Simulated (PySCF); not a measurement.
## Ionisation energy along the 11-electron series

Calculated with PySCF 2.14 and a two-component X2C-1e Hamiltonian (Gaussian nucleus, no Breit or QED terms), each ion in its own even-tempered basis scaled to its charge; GMP2 freezes 1s2 and drops the highest virtual spinors. Values in eV. NIST values: (m) measured, (s) semi-empirical, (t) theoretical.

```json
{"ion": "Ir⁶⁶⁺", "configuration": "[Ne] 3s1", "GHF (spin-free)": "7858.4", "GMP2 (spin-free)": "7859.2", "GHF (screened spin-orbit)": "7857.5", "GMP2 (screened spin-orbit)": "7858.3", "NIST": "7850 ± 40 (t)"}
{"ion": "Au⁶⁸⁺", "configuration": "[Ne] 3s1", "GHF (spin-free)": "8363.9", "GMP2 (spin-free)": "8364.7", "GHF (screened spin-orbit)": "8362.9", "GMP2 (screened spin-orbit)": "8363.7", "NIST": "8360 ± 50 (t)"}
```

(1) Fill in the row of Pt⁶⁷⁺.

Results:

(1) configuration: [Ne] 3s1; GHF (spin-free): 8108.6; GMP2 (spin-free): 8109.4; GHF (screened spin-orbit): 8107.7; GMP2 (screened spin-orbit): 8108.5; NIST: 8100 ± 40 (t).
